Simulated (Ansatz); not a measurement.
Molecule: CH7BO2Si (charge 0, singlet). SMILES: OB(O)[SiH2]C
Coordinates optimised at B3LYP-D3(BJ)/def2-TZVP (Ansatz, a first-principles code):
```
Si
H 1 1.4863
H 1 1.4863 2 107.24
C 1 1.8886 2 109.17 3 -118.15
H 4 1.0911 1 111.28 2 58.47
H 4 1.0928 5 107.45 1 -121.93
H 4 1.0928 5 107.45 6 -116.15
B 1 2.0350 2 110.24 3 120.03
O 8 1.3612 1 119.04 2 -59.10
H 9 0.9670 8 112.88 1 180.00
O 8 1.3731 9 117.44 10 0.00
H 11 0.9610 8 114.50 9 -180.00
```

Wanted: vertical ionisation energy (to the doublet state of charge +1; each state is the SCF solution reached for its spin), in eV. Correlated levels leave the core frozen unless marked. UHF or UKS for open shells. Spin-orbit coupling is left out. No relativistic terms. CBS(X,Y): correlation extrapolated as X^-3; Hartree-Fock from the larger set. [CCSD(T)-MP2]/basis is that difference in the basis named.

RI-MP2/CBS(aug-cc-pV(T+d)Z,aug-cc-pV(Q+d)Z)+[CCSD(T)-MP2]/aug-cc-pV(T+d)Z (Ansatz) gives 10.47 eV.

Q: Another calculation gave 10.30 eV. Which level was it?
A) BHLYP/def2-TZVPD (Ansatz)
B) B3LYP/def2-TZVPD (Ansatz)
C) PBE/def2-TZVPD (Ansatz)
D) SVWN5/def2-TZVPD (Ansatz)

A: A, BHLYP/def2-TZVPD (Ansatz). The others give 10.14 (B3LYP), 9.95 (SVWN5), 9.81 (PBE) eV.
